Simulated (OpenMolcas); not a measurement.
## Co2+: moving the ligands

Co2+ with 6 ligands (chloride) in octahedral coordination (Oh) at 2.5 Å. A charge of +0.667 e stands 2.6 Å behind each ligand. Ligand basis ANO-RCC-VDZP.
```
Co    0.0000    0.0000    0.0000
Cl    2.5000    0.0000    0.0000
Cl    0.0000    2.5000    0.0000
Cl   -2.5000    0.0000    0.0000
Cl    0.0000   -2.5000    0.0000
Cl    0.0000    0.0000    2.5000
Cl    0.0000    0.0000   -2.5000
```

```yaml
Program: OpenMolcas
Method: "SS-CASPT2, IPEA 0.25 Eh, imaginary shift 0.1 Eh (closed shells correlated: 3s 3p and the ligand valence shells)"
Basis: ANO-RCC-VTZP [6s5p3d2f1g]
Scalar_Hamiltonian: DKH2, point nucleus
Active_space: 7 electrons in 5 orbitals (3d)
State_averaging: 2S+1 = 4 even, 10 roots; 2S+1 = 2 even, 40 roots
Spin-orbit_coupling: state interaction with AMFI integrals over the reference wave functions
```

Runs around this geometry, states (labels of O, the rotations of Oh). Energies in cm-1 above the lowest state or level, χT in cm3 K/mol; under a threefold ground state the first gap can be a small split of the lowest multiplet, not the spin-orbit step.

| R (Å) | Ground state | First state of that spin | First gap with spin-orbit (degeneracies) | χT at 300 K | First state of another spin |
| --- | --- | --- | --- | --- | --- |
| 2.36 | 4T1 | 4T2 6500 | 360 (2, 4) | 3.580 | 2E 11550 |
| 2.5 | 4T1 | 4T2 4650 | 360 (2, 4) | 3.731 | 2E 13720 |
| 2.62 | 4T1 | 4T2 2940 | 340 (2, 4) | 3.964 | 2E 14870 |

Roots that are degenerate in the reference are averaged as groups; the widest CASPT2 spread within a group is 980 cm-1 (the 3-fold group of multiplicity 4 near 2940 cm-1 above the lowest state of its run, R = 2.62). Shifts and gaps below about the spread of the groups concerned are not significant. Over all roots computed the reference weight is 0.64 to 0.67 in R = 2.36, 0.65 to 0.67 in R = 2.5, 0.66 to 0.67 in R = 2.62; a low but even weight reflects the number of correlated electrons. An orbital triplet at a regular site is open to Jahn-Teller coupling, which can distort the site and quench the lowest spin-orbit gaps and is left out. A single d shell leaves out the double-shell effect, which counts most for late 3d ions, where the CASPT2 field can be off either way by tens of per cent. Ligand-to-metal charge-transfer states are missing. These CASPT2 states fit no ligand-field parameters well, so their order and spin gaps are uncertain. For late 3d ions with one d shell CASPT2 can put B and the spin-flip bands somewhat low as well as high. With one d shell and no ligand orbital active, 10Dq can be off by tens of per cent for divalent 3d ions, low with halides held by bare charges and at times high in hosts. Free-ion shares, where given, are those of the reference states; single-state CASPT2 does not remix them. No measured value stands beside these numbers; the geometry was imposed, not optimised, and the real ion may take another.
